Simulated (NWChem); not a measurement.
Molecule: C₂H₆OTi; SMILES [CH3][Ti]([CH3])=[O]

Not confirmed as a minimum by frequencies.

Question: Give the equilibrium geometry at PBE0/def2-SVP (NWChem) as a Z-matrix, with the point group.

Answer: point group Cs; any orientation.
```
Ti
O 1 1.5833
C 1 2.0884 2 108.47
H 3 1.1027 1 113.56 2 -48.82
H 3 1.1051 4 107.25 1 -117.82
H 3 1.1057 4 109.33 5 -116.59
C 1 2.0884 2 108.47 3 120.07
H 7 1.1027 1 113.56 2 48.82
H 7 1.1051 8 107.25 1 117.82
H 7 1.1057 8 109.33 9 116.59
```
